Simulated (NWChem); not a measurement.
Species: CClF2, doublet; SMILES F[C](F)Cl

```xyz
4

F     -0.0785     1.0585    -1.0904
C      0.3339     0.4291     0.0000
F     -0.0785     1.0585     1.0904
Cl    -0.0455    -1.2870     0.0000
```
Atoms are numbered in this order, from 1.

Level: B3LYP/6-31G* (spherical d), spin-unrestricted (NWChem), optimised geometry, unscaled harmonic frequencies. In the optimisation the excess spin sits in a' (Cs, its own frame).

Task: List the harmonic frequencies with IR intensities, and the thermochemistry.

Result: 
```tsv
frequency (cm⁻¹)	IR intensity (km/mol)
356	0.6
407	0.7
589	5.1
749	98.3
1175	322.3
1264	260.7
```

```json
{
 "zero_point_energy": "6.5 kcal/mol",
 "thermal correction to the enthalpy at 298.15 K (with zero-point energy)": "9.5 kcal/mol",
 "heat capacity Cv": "11.2 cal/(mol K)",
 "entropy at 298.15 K and 1 atm (symmetry number 1, electronic part: spin degeneracy alone)": "68.5 cal/(mol K)",
 "dipole_moment": "0.13 D"
}
```

Rigid rotor and harmonic oscillator.
